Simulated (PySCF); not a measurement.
CH6OTi, SMILES C[O][TiH3], multiplicity 1. Geometry: PBE0-D3(BJ)/def2-SVP. The multiplicity is an assumed one; other spin states were not compared.

Computed equilibrium geometry at PBE0-D3(BJ)/def2-SVP (PySCF confirms it by a frequency run) as a Z-matrix, and its point group:
point group C3v.
```
O
C 1 1.3897
H 2 1.1017 1 110.12
H 2 1.1017 3 108.82 1 120.79
H 2 1.1017 3 108.82 4 118.43
Ti 1 1.7161 3 149.68 2 180.00
H 6 1.6985 1 106.85 3 -60.00
H 6 1.6985 7 111.96 1 116.66
H 6 1.6985 7 111.96 1 -116.66
```
